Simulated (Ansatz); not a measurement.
Cartesian coordinates (Å):
```xyz
9

B      0.4463     1.4236     0.2186
C      0.0314     0.0997     0.0152
N      0.9045    -0.9825    -0.2670
N     -1.3179    -0.3368     0.0640
H      0.7923     2.5275     0.3881
H      0.9008    -1.6861     0.4650
H      1.8470    -0.7027    -0.4979
H     -1.6459    -0.6876    -0.8305
H     -1.9585     0.3450     0.4445
```
Charge 0, spin multiplicity 1.

These are Ansatz (an electronic-structure program) with frozen-core CCSD(T)/cc-pVTZ // B3LYP-D3(BJ)/def2-TZVP values and carry that method's errors.

```yaml
HF energy: -174.32920 Ha
MP2 correlation energy: -0.67913 Ha
```

**Question.** Estimate the CCSD correlation energy, the (T) correction, the total energy and the T1 diagnostic.

**Answer.** 
| Quantity | Value |
|---|---|
| CCSD correlation energy | -0.70843 Ha |
| (T) correction | -0.03070 Ha |
| CCSD(T) total energy | -175.06834 Ha |
| T1 diagnostic | 0.017 |
